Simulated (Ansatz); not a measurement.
A structure relaxed at r2SCAN-D4/def2-TZVP in Ansatz, charge 1, singlet:

| atom | x (Å) | y (Å) | z (Å) |
| --- | --- | --- | --- |
| Li1 | 0.103 | -1.813 | -0.588 |
| Li2 | -0.159 | 2.114 | 0.697 |
| Li3 | -2.186 | 0.343 | -0.377 |
| Li4 | 1.861 | -0.284 | 0.352 |
| Li5 | 0.660 | 0.335 | -1.767 |
| Li6 | -0.789 | -0.359 | 2.070 |
| H7 | 0.413 | -1.193 | 1.175 |
| H8 | 1.072 | 1.342 | -0.214 |
| H9 | 1.569 | -1.060 | -1.199 |
| H10 | -1.003 | -0.460 | -1.324 |
| H11 | -1.540 | 1.034 | 1.176 |

Task: Give its formula and point group.

Result: Li₆H₅⁺. Point group C3v (tolerance 0.1 Å).

Task: Summarise the bond lengths by kind (pairs closer than 1.2 times the sum of covalent radii, bridged metal pairs left out).

Result: 15 × H–Li 1.71 to 1.90 Å.

Another isomer (singlet) lies 0.06 eV lower at PBE0-D4/def2-TZVP; other spin states weren't run for this one.
